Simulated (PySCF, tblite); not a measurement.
Species: C₆H₅ClO.
Numbering: `[CH2:1]=[C:2]([C:3]#[C:4][CH:5]=[O:6])[CH2:7][Cl:8]` (hydrogens: H9, H10 on C1; H11 on C5; H12, H13 on C7)

Computed with GFN2-xTB (tblite), gas phase: nudged elastic band of 9 images (0 to 8), spring 0.2 eV/Å², climbing image at the end, force threshold 0.05 eV/Å. The top image wasn't refined or checked by frequencies; at this threshold it can lie a kcal/mol or more above the true saddle point of the method.

Path: rotation about C2–C7 (fully substituted alkene carbon, sp3 C–Cl carbon), followed by the dihedral C3–C2–C7–Cl8.

Image 0 (start, dihedral -71°):
```
atom  x, y, z in Å
C1      0.195   -1.766    1.036
C2     -0.126   -0.906    0.067
C3      0.320    0.434    0.108
C4      0.668    1.592    0.098
C5      1.103    2.948    0.131
O6      1.840    3.425    0.954
C7     -0.995   -1.274   -1.097
Cl8    -2.604   -0.493   -0.901
H9     -0.150   -2.786    1.019
H10     0.810   -1.467    1.867
H11     0.685    3.549   -0.702
H12    -1.164   -2.349   -1.146
H13    -0.586   -0.905   -2.037
```

Image 8 (end, 0.000 eV, dihedral 69°):
```
atom  x, y, z in Å
C1      0.626   -1.869    0.648
C2     -0.086   -0.918    0.041
C3      0.236    0.449    0.199
C4      0.468    1.632    0.289
C5      0.773    3.017    0.417
O6      1.593    3.487    1.161
C7     -1.240   -1.216   -0.868
Cl8    -0.775   -0.830   -2.562
H9      0.394   -2.913    0.520
H10     1.456   -1.624    1.287
H11     0.162    3.650   -0.259
H12    -2.104   -0.594   -0.636
H13    -1.507   -2.271   -0.839
```

**Question.** What do the inner images look like?

**Answer.** 
Image 1: +0.007 eV, dihedral -55°
```
atom  x, y, z in Å
C1      0.259   -1.795    1.012
C2     -0.117   -0.925    0.073
C3      0.315    0.419    0.117
C4      0.638    1.584    0.109
C5      1.045    2.948    0.149
O6      1.767    3.437    0.978
C7     -1.020   -1.280   -1.070
Cl8    -2.434   -0.171   -1.089
H9     -0.062   -2.821    0.994
H10     0.905   -1.494    1.818
H11     0.620    3.543   -0.686
H12    -1.405   -2.294   -0.979
H13    -0.515   -1.149   -2.028
```

Image 2: +0.031 eV, dihedral -38°
```
atom  x, y, z in Å
C1      0.317   -1.817    0.980
C2     -0.111   -0.933    0.079
C3      0.314    0.413    0.131
C4      0.615    1.584    0.127
C5      0.994    2.955    0.173
O6      1.737    3.447    0.983
C7     -1.050   -1.282   -1.041
Cl8    -2.213    0.051   -1.332
H9      0.010   -2.848    0.958
H10     0.999   -1.524    1.760
H11     0.523    3.552   -0.634
H12    -1.632   -2.173   -0.810
H13    -0.505   -1.424   -1.976
```

Image 3: +0.060 eV, dihedral -21°
```
atom  x, y, z in Å
C1      0.374   -1.835    0.940
C2     -0.104   -0.934    0.080
C3      0.308    0.412    0.152
C4      0.593    1.588    0.153
C5      0.951    2.964    0.203
O6      1.718    3.458    0.987
C7     -1.083   -1.279   -1.012
Cl8    -1.962    0.165   -1.598
H9      0.082   -2.870    0.906
H10     1.082   -1.548    1.698
H11     0.434    3.563   -0.575
H12    -1.833   -1.987   -0.659
H13    -0.564   -1.697   -1.876
```

Image 4 (top): +0.077 eV, dihedral -3°
```
atom  x, y, z in Å
C1      0.431   -1.849    0.892
C2     -0.095   -0.935    0.074
C3      0.295    0.416    0.172
C4      0.565    1.595    0.183
C5      0.910    2.974    0.237
O6      1.708    3.466    0.992
C7     -1.115   -1.274   -0.985
Cl8    -1.690    0.172   -1.863
H9      0.158   -2.889    0.843
H10     1.155   -1.566    1.635
H11     0.353    3.577   -0.509
H12    -1.995   -1.742   -0.542
H13    -0.685   -1.943   -1.732
```

Image 5: +0.068 eV, dihedral 15°
```
atom  x, y, z in Å
C1      0.485   -1.859    0.841
C2     -0.088   -0.937    0.066
C3      0.274    0.420    0.186
C4      0.533    1.601    0.209
C5      0.872    2.982    0.274
O6      1.700    3.465    1.001
C7     -1.144   -1.268   -0.958
Cl8    -1.412    0.078   -2.105
H9      0.231   -2.903    0.774
H10     1.226   -1.580    1.570
H11     0.279    3.595   -0.436
H12    -2.104   -1.456   -0.475
H13    -0.856   -2.137   -1.548
```

Image 6: +0.040 eV, dihedral 33°
```
atom  x, y, z in Å
C1      0.536   -1.865    0.787
C2     -0.086   -0.939    0.057
C3      0.251    0.425    0.191
C4      0.503    1.608    0.229
C5      0.835    2.989    0.314
O6      1.691    3.459    1.018
C7     -1.175   -1.258   -0.929
Cl8    -1.147   -0.117   -2.309
H9      0.297   -2.911    0.704
H10     1.298   -1.589    1.494
H11     0.211    3.617   -0.355
H12    -2.160   -1.157   -0.468
H13    -1.059   -2.261   -1.335
```

Image 7: +0.012 eV, dihedral 50°
```
atom  x, y, z in Å
C1      0.581   -1.866    0.728
C2     -0.090   -0.934    0.050
C3      0.236    0.434    0.189
C4      0.480    1.617    0.248
C5      0.803    2.999    0.361
O6      1.680    3.457    1.047
C7     -1.208   -1.243   -0.901
Cl8    -0.919   -0.419   -2.469
H9      0.349   -2.913    0.631
H10     1.373   -1.597    1.404
H11     0.148    3.640   -0.264
H12    -2.160   -0.865   -0.526
H13    -1.278   -2.311   -1.100
```

The largest changes of bonds and angles from start to top: C7–Cl8 1.799 → 1.787 Å, C2–C7 1.498 → 1.509 Å, C2–C3 1.413 → 1.410 Å, C2–C7–Cl8 109.1 → 112.4°, C2–C3–C4 177.3 → 175.3°, H12–C7–H13 110.7 → 109.5°. GFN2-xTB torsional profiles can miss by a kcal/mol or more and can put conformers in the wrong order.

**Question.** What do single points at PBE0/pcSseg-1 (PySCF, no dispersion term) give on some images?

**Answer.** 
```json
{"image": "0", "GFN2-xTB E (eV)": "0.000", "DFT E (eV)": "0.000", "HOMO (eV)": "-7.90", "LUMO (eV)": "-2.55", "dipole (D)": "3.85"}
{"image": "2", "GFN2-xTB E (eV)": "0.031", "DFT E (eV)": "0.083", "HOMO (eV)": "-7.82", "LUMO (eV)": "-2.51", "dipole (D)": "4.30"}
{"image": "4", "GFN2-xTB E (eV)": "0.077", "DFT E (eV)": "0.194", "HOMO (eV)": "-7.69", "LUMO (eV)": "-2.52", "dipole (D)": "4.50"}
{"image": "6", "GFN2-xTB E (eV)": "0.040", "DFT E (eV)": "0.106", "HOMO (eV)": "-7.80", "LUMO (eV)": "-2.51", "dipole (D)": "4.36"}
{"image": "8", "GFN2-xTB E (eV)": "0.000", "DFT E (eV)": "0.000", "HOMO (eV)": "-7.90", "LUMO (eV)": "-2.55", "dipole (D)": "3.87"}
```

Energies count from image 0 at each level. At the GFN2-xTB top the DFT energy is 4.5 kcal/mol against 1.8; the geometries weren't optimised at the DFT level.

The cost below is that of the whole band run. On one thread of an Intel Xeon Platinum 8488C, on a shared host, this took 3.2 s and 0.18 GiB of memory at its peak.
